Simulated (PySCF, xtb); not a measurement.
AlFH4O2Si, SMILES [OH][Al]([F])[O][SiH3].

GFN2-xTB (xtb 6.7.1) at its own geometry gives an orbital gap of 3.91 eV and a dipole moment of 1.87 D.

The structure is a stationary point at PBE-D3(BJ)/def2-SVP. The structure was generated by enumeration; whether it is a known compound was not checked. One conformer was computed; it need not be the lowest.

**Question.** What does PBE/def2-TZVP (PySCF) give? (The exact figures need the calculation; the answer reports its results.)

**Answer.** gap 5.50 eV (levels -7.43 and -1.93 eV), dipole 1.00 D.
